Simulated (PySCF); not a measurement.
C7H5N, charge -1, doublet, at a GFN2-xTB geometry (a state made from the parent by changing its charge; the spin is typed, not shown lowest) (in this run its highest filled SCF level lies above zero, so its values depend strongly on the basis, on diffuse functions most of all); B3LYP/STO-3G in PySCF.

Here is a job for PySCF.
```python
from pyscf import gto, scf, dft

mol = gto.Mole()
mol.atom = '''
    N     3.144770    0.559628    0.021020
    C     1.988361    0.353839    0.013291
    C     0.639637    0.113827    0.004275
    C    -0.316437    1.183381    0.092675
    C    -1.655097    0.929425    0.082524
    C    -2.153095   -0.383154   -0.014392
    C    -1.231655   -1.443138   -0.101819
    C     0.112449   -1.219682   -0.094038
    H     0.055633    2.200508    0.167871
    H    -2.360355    1.755367    0.150559
    H    -3.219392   -0.572907   -0.021519
    H    -1.607749   -2.461512   -0.177083
    H     0.813498   -2.045841   -0.162061
'''
mol.basis = 'sto-3g'
mol.charge = -1
mol.spin = 1
mol.verbose = 3
mol.build()

mf = dft.UKS(mol)
mf.xc = 'b3lyp'
mf.kernel()
mf.analyze()
```

The log (banner, timings and long lists left out):

```
converged SCF energy = -320.324302175206  <S^2> = 0.76550503  2S+1 = 2.0154454
**** MO energy ****
                             alpha | beta                alpha | beta
MO #1   energy= -13.8421786508926  | -13.8382312530085  occ= 1 | 1
MO #2   energy= -9.78350006629364  | -9.78439497774316  occ= 1 | 1
MO #3   energy= -9.78346374013043  | -9.78435384086643  occ= 1 | 1
MO #4   energy= -9.77464471824678  | -9.77246792061776  occ= 1 | 1
MO #5   energy= -9.77462256908754  | -9.77246057478643  occ= 1 | 1
MO #6   energy= -9.76937448152982  | -9.76640148338854  occ= 1 | 1
MO #7   energy= -9.76574273568667  | -9.76513443849029  occ= 1 | 1
MO #8   energy= -9.75178247048593  | -9.74581249771706  occ= 1 | 1
MO #9   energy= -0.628447729406287 | -0.619940526347248 occ= 1 | 1
MO #10  energy= -0.5905425616773   | -0.583842595657301 occ= 1 | 1
MO #11  energy= -0.500374921999564 | -0.496800852673076 occ= 1 | 1
MO #12  energy= -0.496627191273155 | -0.485808867673755 occ= 1 | 1
MO #13  energy= -0.384258179735018 | -0.373289260265511 occ= 1 | 1
MO #14  energy= -0.353729702704939 | -0.351796453035039 occ= 1 | 1
MO #15  energy= -0.294062663147517 | -0.29222265434418  occ= 1 | 1
MO #16  energy= -0.246542839145852 | -0.242244985846355 occ= 1 | 1
MO #17  energy= -0.192079877710487 | -0.189762876096712 occ= 1 | 1
MO #18  energy= -0.181252645069028 | -0.177855643199103 occ= 1 | 1
MO #19  energy= -0.175299978230064 | -0.173966377593208 occ= 1 | 1
MO #20  energy= -0.127397857901397 | -0.111328512347575 occ= 1 | 1
MO #21  energy= -0.113909542951621 | -0.108210803370929 occ= 1 | 1
MO #22  energy= -0.0934332054474665 | -0.0913302190439638 occ= 1 | 1
MO #23  energy= -0.0714831213623117 | -0.0516468859975221 occ= 1 | 1
MO #24  energy= -0.0475987959262971 | -0.0386751078832077 occ= 1 | 1
MO #25  energy= -0.0323649024509858 | -0.0286660209796725 occ= 1 | 1
MO #26  energy= -0.00212821880510394 | 0.00902804921764822 occ= 1 | 1
MO #27  energy= 0.0242925647453798 | 0.0618400481342498 occ= 1 | 1
MO #28  energy= 0.202261117642466  | 0.28825679211627   occ= 1 | 0
MO #29  energy= 0.308135171385071  | 0.315341133635222  occ= 0 | 0
MO #30  energy= 0.372920464492619  | 0.377074588802303  occ= 0 | 0
MO #31  energy= 0.394321490168876  | 0.42451357502302   occ= 0 | 0
MO #32  energy= 0.496039430047018  | 0.527394210541158  occ= 0 | 0
MO #33  energy= 0.541892179217362  | 0.54442320539961   occ= 0 | 0
MO #34  energy= 0.591505953233459  | 0.592824713652222  occ= 0 | 0
MO #35  energy= 0.620733143203454  | 0.624100700824672  occ= 0 | 0
MO #36  energy= 0.653754465041812  | 0.665838277291812  occ= 0 | 0

To work with the spin densities directly, `use mulliken_meta_spin()` only printing them here.

 ** Mulliken spin pop alpha/beta on meta-lowdin orthogonal AOs **
 ** Mulliken Spin Density (per atom)  **
spin density of  0 N =      0.25594
spin density of  1 C =     -0.02760
spin density of  2 C =      0.25771
spin density of  3 C =      0.13438
spin density of  4 C =     -0.05330
spin density of  5 C =      0.37274
spin density of  6 C =     -0.05330
spin density of  7 C =      0.13439
spin density of  8 H =     -0.00526
spin density of  9 H =      0.00136
spin density of  10 H =     -0.01315
spin density of  11 H =      0.00136
spin density of  12 H =     -0.00526
 ** Mulliken pop alpha/beta on meta-lowdin orthogonal AOs **
 ** Mulliken atomic charges   ( Nelec_alpha | Nelec_beta ) **
charge of  0N =     -0.29617  (     3.77606      3.52012 )
charge of  1C =     -0.06037  (     3.01638      3.04399 )
charge of  2C =     -0.11720  (     3.18746      2.92975 )
charge of  3C =     -0.10132  (     3.11785      2.98347 )
charge of  4C =     -0.09268  (     3.01969      3.07299 )
charge of  5C =     -0.16266  (     3.26770      2.89496 )
charge of  6C =     -0.09268  (     3.01969      3.07299 )
charge of  7C =     -0.10132  (     3.11785      2.98346 )
charge of  8H =      0.00941  (     0.49266      0.49792 )
charge of  9H =      0.00451  (     0.49842      0.49706 )
charge of  10H =     -0.00346  (     0.49516      0.50830 )
charge of  11H =      0.00452  (     0.49842      0.49706 )
charge of  12H =      0.00941  (     0.49266      0.49792 )

WARN: System has nonzero charge -1; the dipole moment is origin-dependent.
Location of origin: [0. 0. 0.]

Dipole moment(X, Y, Z, Debye): -3.38494, -0.60237, -0.02262
```
